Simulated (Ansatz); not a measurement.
Octafluorocyclobutane (`FC1(F)C(F)(F)C(F)(F)C1(F)F`) at its PBE0-D4/def2-TZVP geometry, where that method's forces vanish. Charge 0, multiplicity 1.

```xyz
12

F     0.0400   -1.1256   -1.7570
C    -0.2188   -0.9807   -0.4582
F    -0.7119   -2.1058    0.0393
C    -1.0447    0.3175   -0.1655
F    -1.9069    0.1456    0.8354
F    -1.6549    0.8634   -1.2077
C     0.2697    1.0259    0.3071
F     0.2031    1.6529    1.4728
F     0.7618    1.8393   -0.6263
C     0.9939   -0.3627    0.3167
F     1.1051   -0.8593    1.5479
F     2.1636   -0.4106   -0.3044
```

Question: What forces (eV/Å) does ωB97M-V/def2-TZVPP give on these atoms in the Gaussian-basis code of Ansatz? (An estimate is asked.)

Answer: Ansatz gave: 
```
F1   0.060 -0.010 -0.268
C2   0.047  0.257  0.166
F3  -0.102 -0.223  0.116
C4   0.300 -0.075  0.006
F5  -0.162 -0.043  0.217
F6  -0.110  0.111 -0.221
C7  -0.087 -0.294 -0.044
F8  -0.020  0.114  0.245
F9   0.099  0.152 -0.206
C10 -0.259  0.112 -0.127
F11  0.003 -0.098  0.256
F12  0.232 -0.003 -0.140
```
